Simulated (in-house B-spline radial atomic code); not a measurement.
**B97-1 excitations of the krypton ion Kr⁶⁺**

Method: B97-1. Computed with an all-electron radial atomic-structure program (B-spline basis): linear response of the closed shell [Ar] 3d10 4s2 with the functional's adiabatic kernel; non-relativistic, point nucleus, no spin-orbit coupling, no double excitations, S, P, D and F terms only; shells from n = 2 respond. Only terms of natural parity with L up to 3 were computed.

Without relativity these are model numbers for so heavy an element.

Command:
```bash
python run_td.py task.json out
```
Settings (radii: box in bohr, nucleus in fm):
```
Z                        36
electrons                30
configuration            [Ar] 3d10 4s2
hamiltonian              nr
method                   b97_1
box_radius               14.35
intervals                53
```

Time taken, with all properties: 0.8 s on 1 thread of Intel(R) Xeon(R) Platinum 8488C (Sapphire Rapids), with other jobs on the host.

The lowest states, in the order of their Tamm-Dancoff energies; the method's threshold (minus the highest occupied level) is 101.85 eV. Labels give the largest channel, * marks a mixed state, and oscillator strengths are full-response dipole values. Semilocal kernels can invert the small singlet-triplet splittings of Rydberg terms. Energies in eV:

```tsv
state	full response	Tamm-Dancoff	oscillator strength
4s → 4p 3P	14.422	14.582	-
4s → 4p 1P	?	?	?
4s → 4d 3D	41.09	41.12	-
4s → 4d 1D	?	?	-
4s → 5s 3S	53.13	53.14	-
4s → 5s 1S	54.14	54.18	-
4s → 5p 3P	59.12	59.14	-
4s → 5p 1P	59.73	59.78	0.109
4s → 4f 3F	62.92	62.94	-
4s → 4f 1F	63.07	63.08	-
4s → 5d 3D	68.79	68.80	-
4s → 5d 1D	69.56	69.57	-
4s → 6s 3S	73.83	73.83	-
4s → 6s 1S	74.12	74.13	-
4s → 6p 3P	76.68	76.68	-
4s → 6p 1P	76.76	76.77	0.0449
```

Problem. Where does 4s → 4d 1D lie?

Solution. At 42.64 eV in full response, 42.66 eV in Tamm-Dancoff.

Problem. Where does 4s → 4p 1P lie?

Solution. At 20.087 eV in full response, 20.784 eV in Tamm-Dancoff, oscillator strength 1.48.

Problem. How large is the singlet-triplet splitting of 4s → 4p (P terms) in Tamm-Dancoff?

Solution. 6.2 eV, from the unrounded values.

Problem. What polarisabilities and dispersion coefficient does the method give?

Solution. Dipole 2.988 bohr³, quadrupole 3.371 bohr⁵, C6 5.834 hartree·bohr⁶ for two such species.
